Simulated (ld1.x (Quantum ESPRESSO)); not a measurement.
**Ranking ultrasoft potentials for Ru (Z = 44)**

All share these settings but for the change named:

ruthenium (Ru), ultrasoft, made with ld1.x (Quantum ESPRESSO) 7.5 (PBE, scalar-relativistic). Core [Kr], reference 4d7 5s1 5p0. Waves: 5s (bound): rcut 2.15, rcutus 2.80 bohr; 5s channel at 0.25 Ry: rcut 2.15, rcutus 2.80 bohr; 5p (bound, empty): rcut 3.85, rcutus 4.30 bohr; 5p channel at 0.45 Ry: rcut 3.85, rcutus 4.30 bohr; 4d (bound): rcut 1.25, rcutus 1.40 bohr; 4d channel at 0.1 Ry: rcut 1.25, rcutus 1.40 bohr. Local part: all-electron potential smoothed inside 4.10 bohr (lloc = -2). Core correction: Bessel-smoothed model core inside 1.20 bohr. Augmentation charge: built from norm-conserving waves at rcut, not smoothed further.

Cutoff: the first of the cutoffs (Ry, on a coarse ladder) from which the occupation-weighted sum of valence levels, in a spherical-Bessel basis at the reference potential, stays within 10 and 1 mRy of its value at 400 Ry; the density cutoff is not measured.

The base gives 50 Ry.

Of 10 variants that were run, those that failed, showed a ghost or another fault, or gave nearly equal values are left out.

A variant can come out equal or close to the base.

Task: Rank these variants from softest to hardest (loose cutoff).
A. waves 4d (bound): rcut 1.25, rcutus 1.56 bohr; 4d channel at 0.1 Ry: rcut 1.25, rcutus 1.56 bohr
B. waves 4d (bound): rcut 1.25, rcutus 1.80 bohr; 4d channel at 0.1 Ry: rcut 1.25, rcutus 1.80 bohr
C. waves 4d (bound): rcut 1.00, rcutus 1.06 bohr; 4d channel at 0.1 Ry: rcut 1.00, rcutus 1.06 bohr
D. waves 4d (bound): rcut 0.82, rcutus 0.86 bohr; 4d channel at 0.1 Ry: rcut 0.82, rcutus 0.86 bohr
E. waves 4d (bound): rcut 1.10, rcutus 1.16 bohr; 4d channel at 0.1 Ry: rcut 1.10, rcutus 1.16 bohr

Result: B (35 Ry), A (45 Ry), E (70 Ry), C (80 Ry), D (100 Ry).
